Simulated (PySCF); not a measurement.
Tc⁺ (technetium, charge +1) across methods

[Kr] 4d5 5s1, high-spin 7S determinant. Calculation: PySCF 2.14, in ANO-RCC-VTZP (7s6p4d2f1g, 68 functions); the spin-free X2C one-electron Hamiltonian (Gaussian nucleus).

| method | E (hartree) | mean ε 4p β (eV) | mean ε 4d α (eV) | mean ε 5s α (eV) | Σ⟨r²⟩ (bohr²) | ⟨S²⟩ |
| --- | --- | --- | --- | --- | --- | --- |
| PBE | -4284.52 | -50.458 | -15.380 | -12.162 | 42.41 | 12.000 |
| M06-2X | -4285.20 | -55.507 | -18.567 | -13.580 | 42.13 | 12.000 |
| LDA | -4279.99 | -50.822 | -15.462 | -12.460 | 42.48 | 12.000 |
| UHF | -4282.71966 | -58.697 | -21.493 | -14.439 | 42.44 | 12.002 |
| r2SCAN | -4284.92 | -51.161 | -15.835 | -12.431 | 42.15 | 12.001 |
| M06 | -4284.93 | -53.286 | -16.781 | -12.558 | 42.34 | 12.000 |
| PBE0 | -4284.59 | -52.858 | -17.075 | -12.826 | 42.22 | 12.001 |

Problem. Estimate the same row for B97-3.

Solution. E (hartree) = -4284.59; mean ε 4p β (eV) = -53.212; mean ε 4d α (eV) = -16.954; mean ε 5s α (eV) = -12.685; Σ⟨r²⟩ (bohr²) = 42.22; ⟨S²⟩ = 12.000.
